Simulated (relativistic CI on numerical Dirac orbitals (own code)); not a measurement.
**Hyperfine structure of Ga⁶⁺, mass number 69**

Calculated at this level of theory: Dirac-Coulomb-Breit CI, orbitals from a KLI potential per configuration, QED by a radiative potential, unscaled Slater integrals (own radial code, finite nucleus).

CI space (outside the closed core [Ne]): 3s²3p⁶3d⁷, 3s²3p⁶3d⁶4s, 3s²3p⁵3d⁸, 3s²3p⁶3d⁶4p, 3s²3p⁴3d⁹, 3s²3p⁶3d⁶4d, 3s3p⁶3d⁸, 3s²3p⁶3d⁶5s, 3s²3p⁶3d⁶5p, 3s²3p⁶3d⁶4f, 3s²3p⁶3d⁶5d, 3s²3p⁶3d⁵4s², 3s²3p⁶3d⁶5f, 3s²3p⁶3d⁶5g, 3p⁶3d⁹, 3s²3p⁵3d⁷4s. Levels of other configurations are missing.

Nuclear spin I = 3/2, μ = 2.01502 μN, Q = 0.171 b (tables of Stone and Pyykkö). The electronic factors are computed for point nuclear moments, without core polarisation or the Bohr-Weisskopf and QED corrections.

```csv
Level,E (eV),A (MHz),B (MHz)
3s²3p⁶3d⁷ ⁴F9/2,0.0000,1272,166
3s²3p⁶3d⁷ ⁴F7/2,0.3355,1370,113
3s²3p⁶3d⁷ ⁴F5/2,0.5664,1651,82.2
3s²3p⁶3d⁷ ⁴F3/2,0.7193,2668,81.1
3s²3p⁶3d⁷ ⁴P3/2,3.4166,979.6,154
3s²3p⁶3d⁷ ⁴P5/2,3.4271,620.6,-225
3s²3p⁶3d⁷ ⁴P1/2,3.6377,-1394,
3s²3p⁶3d⁷ ²G9/2,3.7117,1614,-126
```

Levels with J = 0, under 50 % of one LS term, or S terms without an open s electron are left out. Small factors come from cancelling terms and can be off by tens of per cent or more.

At this charge configurations can still be misplaced by up to about 7 % of their energy. Terms inside the open d or f shell come out 10 to 20 % too wide with unscaled integrals. 3 of the 3 excited levels that our extract of the measured tables holds in this range could be paired (the sources list more); they are missed by 116 cm⁻¹ on average and 141 at most, and levels without a partner can miss by more. Some levels of the ground configuration have no partner and can miss by 10 % or more.

Give the hyperfine levels of 3s²3p⁶3d⁷ ⁴F9/2 relative to its centre of gravity.

With K = F(F + 1) − I(I + 1) − J(J + 1), E = AK/2 + B[¾K(K + 1) − I(I + 1)J(J + 1)]/[2I(2I − 1)J(2J − 1)]: F = 3: -10420, F = 4: -5440, F = 5: 884.8, F = 6: 8626 MHz.
